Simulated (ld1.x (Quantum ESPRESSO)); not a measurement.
**Logarithmic derivatives: Ga (Z = 31), ultrasoft**

| Quantity | Value |
| --- | --- |
| Element | Ga (Z = 31) |
| Generator | ld1.x (Quantum ESPRESSO) 7.5 |
| Type | ultrasoft |
| Functional | PBE |
| Relativity | scalar-relativistic |
| Frozen core | [Ar] |
| Valence charge | 13 |
| Reference configuration | 3d10 4s2 4p0.75 (charge +0.25) |
| Partial waves | 4s (bound): rcut 1.25, rcutus 1.55 bohr; 4s channel at 2.15 Ry: rcut 1.25, rcutus 1.55 bohr; 4p (bound): rcut 1.65, rcutus 2.00 bohr; 4p channel at 0.75 Ry: rcut 1.65, rcutus 2.00 bohr; 3d (bound): rcut 0.85, rcutus 0.90 bohr; 3d channel at -1.05 Ry: rcut 0.85, rcutus 0.90 bohr |
| Local potential | all-electron potential smoothed inside 1.05 bohr (lloc = -2) |
| Core correction | Bessel-smoothed model core inside 0.60 bohr |
| Augmentation charge | PSQ, radius 0.75 bohr |

The phase is arctan(r·u′/u) with u = r·R(r), unwrapped; energies in Ry, scanned from -4 to 5 Ry. A pole is an energy at which the radial function vanishes at the test radius. The pseudo phase is shifted by a multiple of π to meet the all-electron one at the reference energy, and phase errors are pseudo minus all-electron; the curves can meet again beyond the range given. Levels narrower than the energy grid can be missing from the lists of poles.

For each channel, where are the poles, and over which energies does the pseudopotential scatter like the atom?

```csv
channel,radius (bohr),reference energy (Ry),"poles, all-electron","poles, pseudo",unbroken range about the reference energy with phases within 0.05 rad,phase error 1 Ry above the reference energy (rad)
s,2.19,-0.78,1.56,"-2.07, 1.56",above -2.0,+0.000
p,2.19,-0.30,2.92,2.91,the whole range,+0.000
d,2.19,-1.54,-1.44,-1.44,the whole range,-0.000
```

Note: ghost state, extra bound levels that the all-electron valence spectrum of the same l lacks: s at -26.8 eV. A true bound ghost makes a file unfit for plane-wave use.

Phases in the s channel:

```
E (Ry)  all-electron  pseudo
 -4.00         1.281   4.422
 -3.76         1.266   4.407
 -3.52         1.248   4.389
 -3.28         1.228   4.368
 -3.04         1.202   4.343
 -2.80         1.172   4.311
 -2.56         1.133   4.272
 -2.32         1.083   4.219
 -2.08         1.015   3.992
 -1.84         0.919   0.923
 -1.60         0.776   0.777
 -1.36         0.550   0.551
 -1.12         0.197   0.197
 -0.88        -0.269  -0.269
 -0.64        -0.693  -0.693
 -0.40        -0.981  -0.981
 -0.16        -1.162  -1.162
  0.08        -1.281  -1.281
  0.32        -1.363  -1.363
  0.56        -1.424  -1.424
  0.80        -1.471  -1.471
  1.04        -1.508  -1.508
  1.28        -1.539  -1.539
  1.52        -1.566  -1.566
  1.76        -1.590  -1.590
  2.00        -1.611  -1.611
  2.24        -1.631  -1.631
  2.48        -1.651  -1.651
  2.72        -1.669  -1.669
  2.96        -1.688  -1.688
  3.20        -1.707  -1.707
  3.44        -1.727  -1.727
  3.68        -1.749  -1.748
  3.92        -1.772  -1.772
  4.16        -1.798  -1.797
  4.40        -1.828  -1.827
  4.64        -1.863  -1.862
  4.88        -1.906  -1.904
```
